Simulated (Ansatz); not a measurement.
Species: sum formula BNHCl₂ (charge -1, singlet). It need not be the lowest isomer of its formula. Whether it binds its extra electron was not tested at this geometry. 
Geometry from a B3LYP-D3(BJ)/def2-TZVP (Ansatz, an electronic-structure program) optimisation:
```xyz
5

N     -1.6446    -0.9025     0.0293
B     -0.4763    -0.2659     0.0080
Cl     1.1522    -1.1265    -0.1995
Cl    -0.1915     1.5929     0.1761
H     -2.4375    -0.2803     0.1510
```
Charge -1, spin multiplicity 1.

Total electronic energies in hartree. Cores are frozen in the correlated levels unless marked. No spin-orbit coupling. No relativistic terms. Basis-set limits of correlation are two-point, X^-3; Hartree-Fock from the larger set.

```json
[
 {"level": "HF/6-31G", "program": "Ansatz", "energy (Eh)": "-998.73545"},
 {"level": "RI-HF/cc-pV(T+d)Z", "program": "Ansatz", "energy (Eh)": "-998.91467"},
 {"level": "RI-HF/cc-pV(Q+d)Z", "program": "Ansatz", "energy (Eh)": "-998.92994"},
 {"level": "B3LYP-D4/def2-TZVPD", "program": "Ansatz + dftd4", "energy (Eh)": "…"},
 {"level": "BHLYP-D4/def2-TZVPD", "program": "Ansatz + dftd4", "energy (Eh)": "-1000.78156"},
 {"level": "BHLYP/def2-TZVPD", "program": "Ansatz", "energy (Eh)": "-1000.77497"},
 {"level": "HSE06-D4/def2-TZVPD", "program": "Ansatz + dftd4", "energy (Eh)": "…"},
 {"level": "CAM-B3LYP-D4/def2-TZVPD", "program": "Ansatz + dftd4", "energy (Eh)": "-1000.81743"},
 {"level": "MP2/CBS(aug-cc-pV(T+d)Z,aug-cc-pV(Q+d)Z)", "program": "Ansatz", "energy (Eh)": "-999.7410"},
 {"level": "RI-MP2/aug-cc-pV(Q+d)Z", "program": "Ansatz", "energy (Eh)": "-999.70162"},
 {"level": "RI-MP2/CBS(aug-cc-pV(T+d)Z,aug-cc-pV(Q+d)Z)", "program": "Ansatz", "energy (Eh)": "-999.7406"},
 {"level": "SCS-MP2/cc-pVTZ", "program": "Ansatz", "energy (Eh)": "-999.59536"},
 {"level": "SCS-MP2/cc-pV(Q+d)Z", "program": "Ansatz", "energy (Eh)": "-999.68153"},
 {"level": "CCSD(T)/cc-pV(D+d)Z", "program": "Ansatz", "energy (Eh)": "-999.44253"},
 {"level": "CCSD(T)/CBS(aug-cc-pV(T+d)Z,aug-cc-pV(Q+d)Z)", "program": "Ansatz", "energy (Eh)": "-999.8044"}
]
```

What belongs in the gaps?


- B3LYP-D4/def2-TZVPD, energy (Eh): -1000.86728
- HSE06-D4/def2-TZVPD, energy (Eh): -1000.40635
